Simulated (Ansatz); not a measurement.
The Ga1–Cl4 bond of ClGaH2 (SMILES [Cl][GaH2]) is stretched (multiplicity 1, the rest rigid).
Geometry at rest (charge 0, multiplicity 1):
```xyz
4

Ga    -0.0029    -0.2319    -0.6712
H     -1.4091    -0.3118    -1.3346
H      1.3979    -0.5822    -1.2533
Cl     0.0059     0.4754     1.3761
```

Cores are frozen in the correlated methods. Filled d and f shells under p-block atoms count as core.

Codes used: Ansatz (Gaussian basis) for Hartree–Fock, density functionals and correlated methods. Values without a source in brackets are computed.

Energies above the point at 2.166 Å (the B3LYP-D3(BJ) bond length), FIC-MRCISD+Q on CASSCF(6,4)/def2-SVP (kcal/mol): 11.94 at 1.949 Å; 6.45 at 2.383 Å; 103.86 at 6.931 Å.

**Question.** Take the last value as the depth D of a Morse curve D(1 − e^(−a(R − R₀)))², fit a and R₀ to the two near points, and test it at 2.924 and 3.791 Å.

**Answer.** 
With D = 103.9, both near points (counted from the curve's value at 2.166 Å) are met by a = 1.34 Å⁻¹ and R₀ = 2.168 Å, so k = 2Da² = 371 kcal/(mol Å²). The curve then gives 42.0 and 81.4 kcal/mol; the level itself gives 42.6 and 87.1, so Morse is off by -0.6 and -5.6.

Doubts at one or more of the structures used: active orbitals that take no part (FIC-MRCISD+Q on CASSCF(6,4)/def2-SVP).

Ansatz is a quantum-chemistry and plane-wave program.
